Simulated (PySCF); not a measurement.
A GIAO shielding run with PySCF (density fitting, non-relativistic, gas phase) on `CC[C@@H](F)c1cncnc1`, C7H9FN2:

```
{"job": {"kind": "nmr", "xc": "PBE0", "basis": "pcSseg-1"}, "charge": 0, "multiplicity": 1}
C      2.043525    -0.846781    -0.117920
C      1.662795     0.164737     0.956529
C      0.620531     1.173224     0.457469
F      1.171697     1.917354    -0.568165
C     -0.634168     0.499995    -0.015262
C     -0.930185     0.311041    -1.362744
N     -2.026597    -0.310863    -1.761690
C     -2.840389    -0.751028    -0.821164
N     -2.666718    -0.627656     0.483176
C     -1.572057    -0.005265     0.881535
H      2.833147    -1.497564     0.247904
H      2.401903    -0.333534    -1.007116
H      1.189395    -1.461905    -0.393296
H      2.549169     0.722429     1.264401
H      1.254855    -0.344514     1.831152
H      0.383554     1.894729     1.252419
H     -0.270532     0.672810    -2.140167
H     -3.737196    -1.261098    -1.147243
H     -1.442533     0.093139     1.952720
```

Hardware: 1 thread of an Arm Neoverse V1, shared host. The job also computes population analyses, field gradients, ring-centre shieldings.

Task: How large is the calculation?

Result: 74 electrons, 215 basis functions and 1100 auxiliary functions.

Task: How long does it take?

Result: 40 s of wall time, with 14 SCF cycles and 5 response iterations. Times on a shared host scatter by some tens of per cent.
